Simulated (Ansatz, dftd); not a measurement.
System: C3H2F2, charge 0, singlet. C3H2F2 (SMILES C=C=C(F)F).
B3LYP-D3(BJ)/def2-TZVP minimum from Ansatz (an electronic-structure program):
```xyz
7

C     -2.1755     0.0005    -0.0234
C     -0.8757     0.0002    -0.0094
C      0.4193    -0.0001     0.0045
F      1.1859     1.0421    -0.2987
F      1.1787    -1.0427     0.3241
H     -2.7355    -0.2641    -0.9154
H     -2.7544     0.2653     0.8564
```
Charge 0, spin multiplicity 1.

Property: atomisation energy (electronic, to ground-state atoms), in kcal/mol. Open shells are spin-unrestricted; no spin-orbit coupling. Cores are frozen in correlated methods. Rows without X2C or -DK are non-relativistic. CBS(X,Y): correlation extrapolated as X^-3, Hartree-Fock from the larger set. A bracket is a step between two methods taken in the basis named. Functionals run without relativity, which enters their misses. Double hybrids freeze cores in their MP2 part. '+ core + X2C': CCSD(T) terms for core correlation (cc-pwCVTZ) and scalar relativity (cc-pVTZ-DK). For partners of very few electrons the exact lower level stands in for a higher one. The restricted determinant of C3H2F2 (C=C=C(F)F, singlet) is unstable towards broken spin symmetry in at least one set run.

```csv
level,program,atomisation energy (kcal/mol),difference against the last row
HF/cc-pVTZ,Ansatz,493.4,-222.8
PBE-D3(BJ)/def2-TZVPD,Ansatz + dftd3,753.8,37.6
PBE0/def2-TZVPD,Ansatz,723.3,7.1
CAM-B3LYP/def2-TZVPD,Ansatz,717.8,1.6
B2PLYP-D3(BJ)/def2-TZVPD,Ansatz + dftd3,710.9,-5.3
B2GP-PLYP-D4/def2-TZVPD,Ansatz + dftd4,706.8,-9.4
B2GP-PLYP/def2-TZVPD,Ansatz,705.8,-10.4
MP2/cc-pVTZ,Ansatz,718.3,2.1
CCSD/cc-pVDZ,Ansatz,639.2,-77.0
CCSD/cc-pVTZ,Ansatz,676.1,-40.1
CCSD(T)/cc-pVQZ,Ansatz,704.6,-11.6
CCSDT(Q)/cc-pVDZ,Ansatz,652.2,-64.0
"CCSD(T)/CBS(cc-pVTZ,cc-pVQZ) + [CCSDT(Q) - CCSD(T)]/cc-pVDZ + core + X2C",Ansatz,716.2,0.0
```
